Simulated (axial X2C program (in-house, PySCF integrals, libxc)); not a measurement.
Low determinants of InS⁺ at the PBE0 level, without spin–orbit coupling

Calculated with an in-house all-electron X2C program for linear molecules (integrals from PySCF). Spin-free means the one-electron spin-free X2C Hamiltonian. Basis: In dyall-cv3z [11s12p9d4f1g], S dyall-av3z [9s8p3d2f] (cores contracted in-house); Gaussian nuclei, density fitting, unrestricted open shells. Masses: In 114.904 u, S 31.972 u.

Search at 2.547 Å (vertical energies from the lowest determinant):

```json
{"ΔE (eV)": "0.00", "state": "M_S = 1, Λ = 1", "electrons beyond evenly filled partner blocks": "σα, π+α, π+β, π-α", "electrons in σ, π, δ, φ": "29 27 8 0"}
{"ΔE (eV)": "0.23", "state": "M_S = 0, Λ = 1", "electrons beyond evenly filled partner blocks": "σβ, π+α, π+β, π-α", "electrons in σ, π, δ, φ": "29 27 8 0"}
{"ΔE (eV)": "0.25", "state": "M_S = 1, Λ = 0", "electrons beyond evenly filled partner blocks": "π+α, π-α", "electrons in σ, π, δ, φ": "30 26 8 0"}
{"ΔE (eV)": "1.22", "state": "M_S = 0, Λ = 0", "electrons beyond evenly filled partner blocks": "closed shell", "electrons in σ, π, δ, φ": "28 28 8 0"}
{"ΔE (eV)": "1.52", "state": "M_S = 0, Λ = 2", "electrons beyond evenly filled partner blocks": "π+α, π+β", "electrons in σ, π, δ, φ": "30 26 8 0"}
{"ΔE (eV)": "1.52", "state": "M_S = 0, Λ = 0", "electrons beyond evenly filled partner blocks": "π+β, π-α", "electrons in σ, π, δ, φ": "30 26 8 0"}
{"ΔE (eV)": "3.71", "state": "M_S = 1, Λ = 0", "electrons beyond evenly filled partner blocks": "2 × σα", "electrons in σ, π, δ, φ": "28 28 8 0"}
```

Lowest determinant, M_S = 1, Λ = 1 (beyond evenly filled blocks: σα, π+α, π+β, π-α): Re = 2.519 Å, ωe = 200.5 cm⁻¹.

The determinant in row 2 of the search, M_S = 0, Λ = 1 (beyond evenly filled blocks: σβ, π+α, π+β, π-α), was followed along the bond at PBE0; measured from the minimum of the lowest determinant it gives:

Te = 0.212 eV (1710 cm⁻¹), Re = 2.459 Å, ωe = 249.4 cm⁻¹.

Task: Compare the bond of the determinant in row 2 with that of the lowest one.

Result: At PBE0 its Re is 0.060 Å shorter and its force constant, which goes as ωe², is 1.55 times that of the lowest determinant. This determinant mixes spin states, so it has no term energy of its own.

The search compares states at one distance, so a state with another bond length can lie lower; it is not exhaustive and yields mostly the lowest determinant of each block pattern, so other components and higher states of one pattern are missing. These are energies of single determinants, not of spin-adapted states; PBE0 term energies can be off by some tenths of an eV, and the functional has no current term. The lowest determinant need not be the ground state where others lie within half an eV. Row 2 is spin-contaminated (⟨S²⟩ = 1.02 against 0.00), so its values are not those of a pure state.
